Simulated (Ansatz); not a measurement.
Task: Name a neutral molecule of O, S, Si and H with HOMO energy (B3LYP/def2-TZVPP) between -7.55 and -7.25 eV and LUMO energy (ωB97M-V/def2-TZVPP) between 1.70 and 2.00 eV (Ansatz, PBE0-D4/def2-TZVP geometry).

Result: `O[SiH](O)S[SiH](O)O` (-7.54 eV, 1.81 eV); `O[SiH2]S[SiH](O)O` (-7.50 eV, 1.71 eV). Other molecules can fit too; these were computed, each in one conformer that needn't be the lowest.

B3LYP here is the variant with VWN-RPA as its local correlation; programs differ in this.
